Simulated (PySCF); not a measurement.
H3ClGeO (SMILES [OH][GeH2][Cl]), singlet, at a GFN2-xTB geometry; BHANDHLYP/6-31G, TDA (PySCF).

Here is a job for PySCF.
```python
from pyscf import gto, scf, dft, tdscf

mol = gto.Mole()
mol.atom = '''
    Ge   -0.09036411   -0.55148126    0.02652786
    O     1.59043863   -0.61228643   -0.38866941
    Cl   -0.64535108    1.47240497    0.11542860
    H    -0.74033076   -1.27278969   -1.11330856
    H    -0.32096284   -1.19791063    1.37198923
    H     2.20040467   -0.01449262    0.03949708
'''
mol.basis = '6-31g'
mol.verbose = 4
mol.build()

mf = dft.RKS(mol)
mf.xc = 'bhandhlyp'
mf.kernel()
td = mf.TDA()
td.nstates = 5
td.kernel()
td.analyze()
```

The log (banner, timings and long lists left out):

```
PySCF version 2.14.0

[INPUT] verbose = 4
[INPUT] num. atoms = 6
[INPUT] num. electrons = 60
[INPUT] charge = 0
[INPUT] spin (= nelec alpha-beta = 2S) = 0
[INPUT] symmetry False subgroup None
[INPUT] Mole.unit = angstrom
[INPUT] Symbol           X                Y                Z      unit          X                Y                Z       unit  Magmom
[...]
nuclear repulsion = 285.247113393037
number of shells = 29
number of NR pGTOs = 170
number of NR cGTOs = 55
basis = 6-31g
ecp = {}

******** <class 'pyscf.dft.rks.RKS'> ********
method = RKS
initial guess = minao
damping factor = 0
level_shift factor = 0
DIIS = <class 'pyscf.scf.diis.CDIIS'>
diis_start_cycle = 1
diis_space = 8
diis_damp = 0
SCF conv_tol = 1e-09
SCF conv_tol_grad = None
SCF max_cycles = 50
direct_scf = True
direct_scf_tol = 1e-13
XC library pyscf.dft.libxc version 7.1.2
    S. Lehtola, C. Steigemann, M. J. T. Oliveira, and M. A. L. Marques,  SoftwareX 7, 1–5 (2018)
XC functionals = bhandhlyp
    A. D. Becke,  J. Chem. Phys. 98, 1372 (1993)
    Defined through Gaussian implementation.
radial grids:
    Treutler-Ahlrichs [JCP 102, 346 (1995); DOI:10.1063/1.469408] (M4) radial grids

becke partition: Becke, JCP 88, 2547 (1988); DOI:10.1063/1.454033
pruning grids: <function nwchem_prune>
grids dens level: 3
symmetrized grids: False
atomic radii adjust function: <function treutler_atomic_radii_adjust>
small_rho_cutoff = 0
Set gradient conv threshold to 3.16228e-05
Initial guess from minao.
tot grids = 83032
init E= -2613.41105810259
[...]
cycle= 1 E= -2613.70331426022  delta_E= -0.292  |g|= 0.655  |ddm|= 2.28
[...]
cycle= 2 E= -2613.67193823214  delta_E= 0.0314  |g|= 0.812  |ddm|= 1.32
[...]
cycle= 3 E= -2613.79930585139  delta_E= -0.127  |g|= 0.0538  |ddm|= 0.696
[...]
cycle= 4 E= -2613.80006199541  delta_E= -0.000756  |g|= 0.0205  |ddm|= 0.104
[...]
cycle= 5 E= -2613.8001889204  delta_E= -0.000127  |g|= 0.00296  |ddm|= 0.0305
[...]
cycle= 6 E= -2613.80019047555  delta_E= -1.56e-06  |g|= 0.000895  |ddm|= 0.00329
[...]
cycle= 7 E= -2613.80019064948  delta_E= -1.74e-07  |g|= 0.000184  |ddm|= 0.00135
[...]
cycle= 8 E= -2613.80019066103  delta_E= -1.15e-08  |g|= 3.02e-05  |ddm|= 0.000374
[...]
cycle= 9 E= -2613.80019066152  delta_E= -4.92e-10  |g|= 2.72e-06  |ddm|= 8.3e-05
[...]
Extra cycle  E= -2613.80019066152  delta_E= -5.46e-12  |g|= 1.41e-06  |ddm|= 7.77e-06
converged SCF energy = -2613.80019066152

******** <class 'pyscf.tdscf.rks.TDA'> for <class 'pyscf.dft.rks.RKS'> ********
nstates = 5 singlet
deg_eia_thresh = 1.000e-03
wfnsym = None
conv_tol = 1e-05
eigh lindep = 1e-12
eigh level_shift = 0
eigh max_cycle = 100

Excitation energies (eV)
[7.87219382 7.91941565 8.21433515 8.49418044 8.6233572 ]

** Singlet excitation energies and oscillator strengths **
Excited State   1:      7.87219 eV    157.50 nm  f=0.0142
      28 -> 32       -0.37339
      29 -> 32        0.22564
      30 -> 31       -0.18558
      30 -> 32        0.48455
Excited State   2:      7.91942 eV    156.56 nm  f=0.0381
      28 -> 31       -0.15403
      30 -> 31       -0.61595
      30 -> 32       -0.27026
Excited State   3:      8.21434 eV    150.94 nm  f=0.0342
      28 -> 31       -0.21296
      28 -> 32       -0.13293
      29 -> 31       -0.60606
      29 -> 32       -0.15233
Excited State   4:      8.49418 eV    145.96 nm  f=0.0110
      27 -> 32        0.18769
      28 -> 31       -0.42500
      28 -> 32       -0.16610
      29 -> 31        0.26853
      29 -> 32       -0.37982
Excited State   5:      8.62336 eV    143.78 nm  f=0.0270
      27 -> 31       -0.18883
      28 -> 31        0.22659
      28 -> 32        0.35482
      29 -> 32       -0.31532
      30 -> 31       -0.24103
      30 -> 32        0.32780

** Transition electric dipole moments (AU) **
state          X           Y           Z        Dip. S.      Osc.
  1         0.0282     -0.2175      0.1590      0.0734      0.0142
  2        -0.0628      0.0904     -0.4294      0.1965      0.0381
  3        -0.3591     -0.1940      0.0571      0.1699      0.0342
  4        -0.2216     -0.0026      0.0626      0.0530      0.0110
  5        -0.2515      0.2502      0.0443      0.1278      0.0270

** Transition velocity dipole moments (imaginary part, AU) **
state          X           Y           Z        Dip. S.      Osc.
  1         0.0155     -0.0796      0.0824      0.0134      0.0308
  2        -0.0059      0.0173     -0.1154      0.0136      0.0313
  3        -0.0949     -0.0443      0.0182      0.0113      0.0250
  4        -0.0958      0.0187      0.0123      0.0097      0.0207
  5        -0.0567      0.0745      0.0362      0.0101      0.0212

** Transition magnetic dipole moments (imaginary part, AU) **
state          X           Y           Z
  1        -0.0070      0.8732      0.3779
  2         0.6193      0.2203     -0.0505
  3        -0.0269      0.1691     -0.1115
  4        -0.2289      0.2151     -0.5323
  5         0.1355      0.6759     -0.1196
```
